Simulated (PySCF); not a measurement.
Species: SnHMe2(NHMe), C3H11NSn.
Bonds: Sn1–C3, Sn1–C7, Sn1–N11, N11–C12. Hydrogens: H2 on Sn1; H4, H5, H6 on C3; H8, H9, H10 on C7; H13 on N11; H14, H15, H16 on C12.

A GFN2-xTB structure was refined with PBE0-D3(BJ)/def2-SVP geometry optimisation, gas phase, def2 core potentials past Kr (PySCF 2.14.0). Its GFN2-xTB values:

```
    coordinate  GFN2-xTB
        Sn1–H2   1.673 Å
        Sn1–C3   2.095 Å
        Sn1–C7   2.249 Å
       Sn1–N11   2.043 Å
         C3–H4   1.193 Å
       N11–C12   1.448 Å
       N11–H13   1.086 Å
       C12–H14   1.045 Å
   Sn1–N11–C12    116.9°
     C3–Sn1–C7    111.4°
    C3–Sn1–N11    117.6°
    C7–Sn1–N11    102.9°
C3–Sn1–N11–C12       55°
```

Task: How do these coordinates change at the PBE0-D3(BJ)/def2-SVP level?

Result: 
| coordinate | PBE0-D3(BJ)/def2-SVP (Å or °) | change |
| --- | --- | --- |
| Sn1–C7 | 2.147 | -0.102 |
| C3–H4 | 1.100 | -0.093 |
| N11–H13 | 1.017 | -0.069 |
| C12–H14 | 1.111 | +0.066 |
| Sn1–C3 | 2.160 | +0.065 |
| Sn1–H2 | 1.722 | +0.049 |
| Sn1–N11 | 2.050 | +0.007 |
| N11–C12 | 1.443 | -0.005 |
| C3–Sn1–N11 | 112.4 | -5.2 |
| Sn1–N11–C12 | 120.5 | +3.6 |
| C7–Sn1–N11 | 105.7 | +2.8 |
| C3–Sn1–C7 | 111.1 | -0.3 |
| C3–Sn1–N11–C12 | 58 | +3 |

The energy falls by 0.612 eV over 7 energy and gradient evaluations, the largest force component goes from 0.0535 to 3.0e-04 Eh/bohr, and the atoms move by 0.079 Å rms after alignment. The bond that changes most is Sn1–C7 (ends: tin bonded to 2 C, N and H; carbon bonded to Sn and 3 H), which shortens by 0.102 Å. Bonds longer at the end by more than 0.005 Å: 8 of 15; shorter: 5. Rotational constants go from 3717, 2064, 1527 to 3785, 2022, 1533 MHz.

The run used 137 basis functions and 48 SCF cycles in all. Hardware: one thread of an AMD EPYC 9R14, shared host. Cost: 45 s wall, 0.52 GiB resident at most.

No PBE0-D3(BJ)/def2-SVP frequencies stand behind this structure, so it isn't proved a minimum. One conformer, not necessarily the lowest.
